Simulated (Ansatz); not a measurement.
A run for Ansatz (a first-principles code): R-CCSD(T)/cc-pV(D+d)Z on FH3Si (SMILES F[SiH3]). The basis file is the Basis Set Exchange's JSON of that set.

Ansatz 0.2 input:
```yaml
crystal:
  periodic: [false, false, false]
  atoms:
    - {symbol: Si, position_ang: [-0.04240064, 0.00098102, -0.00905180]}
    - {symbol: F, position_ang: [1.52778439, -0.03533398, 0.32689231]}
    - {symbol: H, position_ang: [-0.39088868, 1.36810597, -0.44650025]}
    - {symbol: H, position_ang: [-0.30817046, -0.97411436, -1.08626532]}
    - {symbol: H, position_ang: [-0.78632461, -0.35963865, 1.21502505]}
basis:
  gaussian:
    orbitals: cc-pV_D+d_Z.json
magnetization: {spin_polarized: false}
correlation: {method: ccsd_t, electrons: outside_noble_gas}
scf: {lower_state_search: off}
```

### Question
Predict the final total energy.

### Answer
-390.4963 hartree (reference determinant -390.1733, T1 diagnostic 0.011).
